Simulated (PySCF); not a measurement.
# Working out the excitation energy of Be

Be [He] 2s2 (1S) → Be [He] 2p2 (3P). All numbers are calculated (PySCF 2.14, scalar relativity by spin-free X2C-1e, in aug-cc-pCVTZ-DK). Frozen: nothing. Energies in hartree (1 hartree = 27.21139 eV):

```tsv
part	Be (lower)	Be (upper)
UHF	-14.575388	-14.338383
CCSD correlation	-0.089096	-0.053399
(T)	-0.000445	-0.000082
```

**Question.** What does Hartree-Fock give?

**Answer.** (-14.338383) − (-14.575388) = 0.237005 hartree = 6.449 eV.

**Question.** What do CCSD and CCSD(T) give?

**Answer.** The CCSD correlation energies differ by 0.035697 hartree = 0.971 eV and the triples by 0.000363 hartree = 0.010 eV, so CCSD gives 7.420 eV and CCSD(T) 7.430 eV.

Measured between the centres of the two terms (NIST): 7.401 eV, so CCSD(T) (valence and next inner shell) is off by 0.029 eV.

What remains against the reference includes basis incompleteness and higher excitations.
